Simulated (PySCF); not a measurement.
In(H)(Br)(Et) (C₂H₆BrIn), SMILES [InH]([Br])[CH2]C.

Coordinates come from a PBE0-D3(BJ)/def2-SVP optimisation. The structure was generated by enumeration; whether it is a known compound was not checked. The def2 effective core potentials stand for the cores of In; spin–orbit coupling is left out. Other conformers were not sampled.

Computed with PBE/def2-TZVP run with PySCF.

Gas-phase values at a fixed geometry.

The total energy comes out as -2843.67996 hartree, the highest occupied level is -6.23 eV and the lowest empty level is -2.37 eV. The orbital gap is 3.86 eV. The dipole moment comes out as 0.726 e·Å. The quadrupole, principal values (traceless, Buckingham form, about the centre of nuclear charge) comes out as -4.45, -0.90, 5.35 D·Å and the mean static polarisability is 87.4 bohr³ (12.96 Å³). The polarisability, principal values is 61.5, 85.0, 115.8 bohr³.
